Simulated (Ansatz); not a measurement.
```yaml
crystal:
  periodic: [false, false, false]
  atoms:
    - {symbol: B, position_ang: [-1.134121, 0.674947, -0.808128]}
    - {symbol: Ge, position_ang: [0.537483, 0.067198, 0.210213]}
    - {symbol: O, position_ang: [0.278784, -1.621944, 0.747033]}
    - {symbol: H, position_ang: [-2.065375, -0.053110, -0.965532]}
    - {symbol: H, position_ang: [-1.180121, 1.781537, -1.255947]}
    - {symbol: H, position_ang: [0.818140, 0.946309, 1.454034]}
    - {symbol: H, position_ang: [1.809630, 0.119031, -0.671781]}
    - {symbol: H, position_ang: [1.027781, -1.970968, 1.234208]}
basis:
  gaussian: {orbitals: "6-31G*"}
magnetization: {spin_polarized: true, initial_magnetization: 1}
hamiltonian: {xc: {name: wB97X-V}}
accuracy: high
output: {forces: true}
```

```sh
$ ansatz run in.yaml --threads 2 --pin off --events-out ev --progress --plain --max-ram 4352MiB
```

Output, abridged:

```
Error: a molecule whose nuclei and cores have a total charge of 50 cannot have a net charge of 0 together with 1 unpaired electrons
```

In this input the number of unpaired electrons doesn't fit the electron count. The program refused the input.
